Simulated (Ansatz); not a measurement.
An input meant for CH5Sb⁻, that is SbH2Me with one electron more (charge -1, doublet; atoms displaced at random, 0.15 Å in each coordinate).

```yaml
crystal:
  periodic: [false, false, false]
  atoms:
    - {symbol: Sb, position_ang: [0.455715, 0.538391, 0.857805]}
    - {symbol: H, position_ang: [1.627662, 0.622489, 0.190993]}
    - {symbol: H, position_ang: [-0.152086, 2.097390, 0.092818]}
    - {symbol: C, position_ang: [-0.473851, -0.543279, -0.189844]}
    - {symbol: H, position_ang: [-0.094043, -1.600833, 0.438930]}
    - {symbol: H, position_ang: [-0.392896, -0.410231, -1.299319]}
    - {symbol: H, position_ang: [-1.367127, -0.924293, -0.077931]}
basis:
  gaussian: {orbitals: def2-SVP, nuclear_model: gaussian}
total_charge: -1
magnetization: {spin_polarized: true, initial_magnetization: 1}
hamiltonian: {xc: {name: HF}}
correlation: {active_space: {window: {electrons: 6, orbitals: 2}}}
scf: {omitted_lower_state_checks: [starts]}
output: {forces: true}
```

```sh
$ ansatz run in.yaml --threads 4 --pin off --events-out ev --progress --plain --max-ram 3916MiB
```

(1) Predict how Ansatz answers.

Answers

(1) The input was rejected before any iteration.
```
Error: invalid value for `correlation.active_space`: it starts from restricted Hartree–Fock orbitals; set hamiltonian.xc: hf without magnetization.spin_polarized
```
